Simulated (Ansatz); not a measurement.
Wavefunction ladder for FGaH2O2 (`[OH][Ga]([OH])[F]`)

Z-matrix (Å, degrees):
```
Ga
O 1 1.762
F 1 1.743 2 117.8
O 1 1.769 2 123.2 3 180.0
H 2 0.961 1 112.9 3 -180.0
H 4 0.960 1 113.2 2 -179.9
```

The species carries charge 0 and has multiplicity 1. Correlated methods include outer-core shells of Ga, which these sets cover unevenly. Scalar relativity is left out up to krypton. Geometry: relaxed with PBE0-D4/def2-TZVP. It is one conformer, not always the lowest. Frozen core, restricted reference, Ansatz 0.2.0.

| basis | HF (Eh) | MP2 corr. |
| --- | --- | --- |
| def2-SVP | -2173.22928 | -0.77600 |
| def2-TZVPP | -2173.80385 | -0.96005 |
| def2-QZVPP | -2173.85709 | -1.27042 |

**Question.** Estimate the CCSD correlation energy and the (T) correction in each basis where they were run (hartree).

**Answer.** 
```json
{"basis": "def2-SVP", "CCSD corr.": "-0.77288", "(T)": "-0.01756"}
{"basis": "def2-TZVPP", "CCSD corr.": "-0.95262", "(T)": "-0.03366"}
```
